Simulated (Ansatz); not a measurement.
Consider the cleavage of the Si–Si bond: `CO[SiH2][SiH2]O` + H–F → `CO[SiH2]F` + `O[SiH3]`.

Isolated molecules relaxed with PBE0-D4/def2-TZVP in Ansatz; ΔE leaves out vibrations. CCSD(T)/CBS is the MP2 limit (def2-TZVPP, def2-QZVPP) plus CCSD(T) − MP2 in def2-TZVPP, frozen cores. This one scheme is used for every species. Each species was taken in one conformer, which may not be the lowest.

```tsv
species	HF/def2-QZVPP energy (Eh)
`CO[SiH2][SiH2]O`	-770.32372
H–F	-100.07004
`CO[SiH2]F`	-504.24719
`O[SiH3]`	-366.22391
```

**Question.** Work out ΔE.

**Answer.** ΔE = (-504.24719) + (-366.22391) − (-770.32372) − (-100.07004) = -0.07734 Eh = -48.5 kcal/mol. CCSD(T)/CBS gives -40.2 kcal/mol.

Largest T1 diagnostic among the species: 0.012.

The D4 term adds +2.1 kcal/mol with B3LYP and +1.2 kcal/mol with PBE0; it sums over pairs of atoms, weighted by their polarisabilities, and B3LYP, whose exchange is more repulsive, gets the larger term. From PBE to PBE0 (25 % exact exchange), in def2-TZVPP and without D4, ΔE moves by −1.5 kcal/mol. In def2-TZVPP, CCSD(T) changes the Hartree–Fock value by +7.3 kcal/mol (the triples alone add +1.0 kcal/mol) and MP2 by +5.9 kcal/mol.

B3LYP here is the variant with VWN-RPA as its local correlation; programs differ in this.
